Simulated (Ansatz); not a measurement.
Ansatz (an electronic-structure program) input (BHLYP/def2-TZVPD):

Ansatz 0.2 input:
```yaml
crystal:
  periodic: [false, false, false]
  atoms:
    - {symbol: Ge, position_ang: [-2.07857526, 1.33344413, 0.27027474]}
    - {symbol: Ge, position_ang: [-0.84141448, -0.51021083, 1.27777831]}
    - {symbol: Ge, position_ang: [0.80136135, -1.36409547, -0.31316826]}
    - {symbol: Ge, position_ang: [2.11741681, 0.48416546, -1.20570588]}
    - {symbol: H, position_ang: [-3.17762669, 1.85792012, 1.21172420]}
    - {symbol: H, position_ang: [-1.11286937, 2.48804688, -0.05140771]}
    - {symbol: H, position_ang: [-2.73453619, 0.87125949, -1.04344594]}
    - {symbol: H, position_ang: [-1.81203186, -1.62681778, 1.71295936]}
    - {symbol: H, position_ang: [-0.11046594, -0.00357572, 2.53779856]}
    - {symbol: H, position_ang: [1.72599717, -2.39921897, 0.35903683]}
    - {symbol: H, position_ang: [0.06614967, -2.07022649, -1.47051812]}
    - {symbol: H, position_ang: [1.19699933, 1.44885693, -1.97471630]}
    - {symbol: H, position_ang: [3.21702467, -0.01427188, -2.16055611]}
    - {symbol: H, position_ang: [2.78012992, 1.26232214, -0.05459992]}
basis:
  gaussian:
    orbitals: def2-TZVPD
hamiltonian:
  xc: {name: BHLYP}
output: {forces: true}
```

Output:

```
Functional definition: BHLYP
integrals: 0.53 GiB planned
2350 factors; their error is unknown
0.44 GiB of the device are held for the grids
2.81 GiB of device memory are held for the factors and their scratch space
mean field: 2.56 GiB planned
mean field evaluation 1: about -226231.7097 eV, gradient 2.2e1 eV
mean field evaluation 2: about -226232.0738 eV, gradient 1.8e1 eV
mean field evaluation 4: about -226232.2686 eV, gradient 3.7e-1 eV
mean field evaluation 8: about -226234.1285 eV, gradient 6.0e-1 eV
mean field evaluation 16: about -226234.1286 eV, gradient 7.7e-5 eV
mean field -226234.12862326 eV, -8313.9508799047 hartree, gradient 7.7e-5 eV, S^2 0.000000; 0 other end points of the search recorded, 0 dependent functions left out
the calculation of the forces begins
reference -226234.12886443 eV, -8313.9508887677 hartree; 69, 69 occupied and 237, 237 virtual orbitals, 2350 factors
Total energy: -226234.12886443 eV, -8313.9508887677 hartree
Atom 0 at    -2.078575     1.333444     0.270275 Å, force    -0.084285     0.082014    -0.020576 eV/Å
Atom 1 at    -0.841414    -0.510211     1.277778 Å, force    -0.025442    -0.044873     0.104737 eV/Å
Atom 2 at     0.801361    -1.364095    -0.313168 Å, force     0.022087    -0.112114    -0.023944 eV/Å
Atom 3 at     2.117417     0.484165    -1.205706 Å, force     0.087352     0.061510    -0.053289 eV/Å
Atom 4 at    -3.177627     1.857920     1.211724 Å, force     0.110049    -0.051587    -0.095353 eV/Å
Atom 5 at    -1.112869     2.488047    -0.051408 Å, force    -0.101925    -0.104802     0.033013 eV/Å
Atom 6 at    -2.734536     0.871259    -1.043446 Å, force     0.056791     0.050127     0.127093 eV/Å
Atom 7 at    -1.812032    -1.626818     1.712959 Å, force     0.099294     0.112918    -0.044083 eV/Å
Atom 8 at    -0.110466    -0.003576     2.537799 Å, force    -0.075777    -0.051539    -0.120756 eV/Å
Atom 9 at     1.725997    -2.399219     0.359037 Å, force    -0.094642     0.104777    -0.067954 eV/Å
Atom 10 at     0.066150    -2.070226    -1.470518 Å, force     0.076081     0.065747     0.113444 eV/Å
Atom 11 at     1.196999     1.448857    -1.974716 Å, force     0.097738    -0.091148     0.067833 eV/Å
Atom 12 at     3.217025    -0.014272    -2.160556 Å, force    -0.110054     0.051331     0.095485 eV/Å
Atom 13 at     2.780130     1.262322    -0.054600 Å, force    -0.057266    -0.072362    -0.115650 eV/Å
Dipole moment:    -0.000566    -0.026504     0.013640 e Å
```
